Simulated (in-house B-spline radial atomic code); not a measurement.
Inner levels of caesium as electrons are removed. A shift is the extra binding of the orbital against the neutral atom ([Xe] 6s1). Computed with a B-spline radial code for spherical atoms: non-relativistic Hartree-Fock, average of the configuration, point nuclei.

This level leaves out relativity, spin-orbit splitting included, which matters for heavy ions.

```tsv
ion	configuration	shift of 1s (eV)	shift of 3p (eV)	shift of 2p (eV)	radius of 1s (bohr)	radius of 3p (bohr)	radius of 2p (bohr)	Σ<r²> (bohr²)	change of density at nucleus (bohr⁻³)
Cs24+	[Ar] 3d10 4s2 4p1	752.39	693.29	738.02	0.027621	0.29744	0.10084	3.1653	220.39
Cs25+	[Ar] 3d10 4s2	804.69	737.71	787.34	0.027621	0.297	0.10082	2.6748	247.44
Cs26+	[Ar] 3d10 4s1	856.82	782.96	837.08	0.02762	0.29654	0.1008	2.2074	-65.284
Cs27+	[Ar] 3d10	909.85	828.82	887.61	0.02762	0.29606	0.10078	1.7544	-391.66
Cs28+	[Ar] 3d9	1012.17	904.96	988.02	0.02762	0.29364	0.10069	1.6397	-338.21
Cs29+	[Ar] 3d8	1116.84	982.35	1090.57	0.027621	0.29124	0.10059	1.5301	-282.98
Cs30+	[Ar] 3d7	1223.87	1060.98	1195.22	0.027621	0.28887	0.10048	1.4254	-225.98
Cs31+	[Ar] 3d6	1333.25	1140.84	1301.98	0.027622	0.28653	0.10037	1.3252	-167.19
Cs32+	[Ar] 3d5	1444.97	1221.93	1410.83	0.027622	0.28422	0.10026	1.2293	-106.62
Cs33+	[Ar] 3d4	1559.03	1304.24	1521.75	0.027622	0.28194	0.10014	1.1374	-44.265
Cs34+	[Ar] 3d3	1675.44	1387.77	1634.73	0.027623	0.27969	0.10001	1.0493	19.879
Cs35+	[Ar] 3d2	1794.17	1472.51	1749.76	0.027623	0.27746	0.099885	0.96488	85.816
Cs36+	[Ar] 3d1	1915.24	1558.46	1866.83	0.027623	0.27526	0.09975	0.88383	153.55
Cs37+	[Ne] 3s2 3p6	2038.64	1645.61	1985.92	0.027624	0.27309	0.09961	0.806	223.08
Cs38+	[Ne] 3s2 3p5	2163.52	1729.94	2096.08	0.02762	0.27115	0.099594	0.71218	299.31
Cs39+	[Ne] 3s2 3p4	2290.17	1815.11	2207.58	0.027617	0.26934	0.09947	0.62082	377.02
Cs40+	[Ne] 3s2 3p3	2418.59	1901.14	2320.41	0.027613	0.26756	0.099343	0.53183	456.22
```
